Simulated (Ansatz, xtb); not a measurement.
**Relative energy of two structures of F2H4In2S2**

Structure a is `[F][InH-]1[SH+][InH-]([F])[SH+]1`, a singlet and structure b is a singlet given by its coordinates. Both are gas-phase species (loosely bound parts included), relaxed with PBE0-D4/def2-SVP.

a (Å):

```yaml
atoms:
  - { symbol: F, position_ang: [-1.3027, 1.4510, 1.8504] }
  - { symbol: F, position_ang: [-1.2332, 0.0479, -2.3909] }
  - { symbol: In, position_ang: [0.3260, 0.3538, 1.7758] }
  - { symbol: In, position_ang: [0.3817, -0.7725, -1.6288] }
  - { symbol: S, position_ang: [-0.6820, -1.7019, 0.5503] }
  - { symbol: S, position_ang: [1.3146, 1.3275, -0.4192] }
  - { symbol: H, position_ang: [1.4265, 0.0314, 3.0350] }
  - { symbol: H, position_ang: [-1.8157, -1.0015, 0.3001] }
  - { symbol: H, position_ang: [1.5157, -1.7713, -2.4142] }
  - { symbol: H, position_ang: [0.1524, 1.9846, -0.6556] }
```

b (Å):

```yaml
atoms:
  - { symbol: F, position_ang: [-2.5477, -0.7196, -1.0848] }
  - { symbol: F, position_ang: [-1.7449, 0.6920, 1.0366] }
  - { symbol: In, position_ang: [-0.7067, -0.7211, -0.0828] }
  - { symbol: In, position_ang: [-3.7807, 0.8898, 0.0196] }
  - { symbol: S, position_ang: [0.7634, 0.7185, -1.3950] }
  - { symbol: S, position_ang: [-2.4927, 2.2214, -2.5351] }
  - { symbol: H, position_ang: [-0.4238, -2.2150, 0.6949] }
  - { symbol: H, position_ang: [0.9525, -0.2114, -2.3586] }
  - { symbol: H, position_ang: [-1.2179, 1.8753, -2.1756] }
  - { symbol: H, position_ang: [-2.7313, 0.9701, -2.9848] }
```

Close contacts (Å): F1–In3 2.10, F1–In4 2.31, F2–In3 2.08, F2–In4 2.28, In3–In4 3.47, In3–S5 2.44, In4–S6 3.16, In3–H7 1.71, S5–H8 1.35, S6–H9 1.37, S6–H10 1.35.

**Question.** Estimate which is lower in electronic energy at CCSD(T)/def2-SVP + ΔMP2/def2-TZVPP, and by roughly how much.

**Answer.** The CCSD(T)/def2-SVP + ΔMP2/def2-TZVPP calculation puts structure b lower, by 15.5 kcal/mol.

Level by level:

```tsv
level	geometry	E(b) − E(a) (kcal/mol)	departure from the last row (kcal/mol)	job, with rough time for the two
PBE0-D4/def2-SVP	PBE0-D4/def2-SVP	−18.1	−2.6	optimisation, 2.6 min
HF/def2-SVP	PBE0-D4/def2-SVP	−18.7	−3.1	part of the CCSD(T) run
MP2/def2-SVP	PBE0-D4/def2-SVP	−13.4	+2.2	part of the CCSD(T) run
CCSD(T)/def2-SVP	PBE0-D4/def2-SVP	−17.0	−1.5	single point
CCSD(T)/def2-SVP + ΔMP2/def2-TZVPP	PBE0-D4/def2-SVP	−15.5		single point, 2.7 min
```

None of the levels shown reverses the order. The largest departure from CCSD(T)/def2-SVP + ΔMP2/def2-TZVPP is that of HF/def2-SVP, 3.1 kcal/mol. No reliable frequencies are at hand for b, so it isn't confirmed as a minimum. Levels run at GFN2-xTB geometries aren't shown. The last row adds to CCSD(T) the change of the MP2 difference between the two basis sets, here +1.5 kcal/mol.

The correlated steps freeze 20 core orbitals; the filled d shell of In is correlated, in a basis made for valence electrons. Atoms past krypton carry core potentials in the def2 sets and no spin–orbit term is included. Programs: Ansatz 0.2.0, xtb 6.7.1; the last row on 2 threads of Arm Neoverse V2 on a shared host.
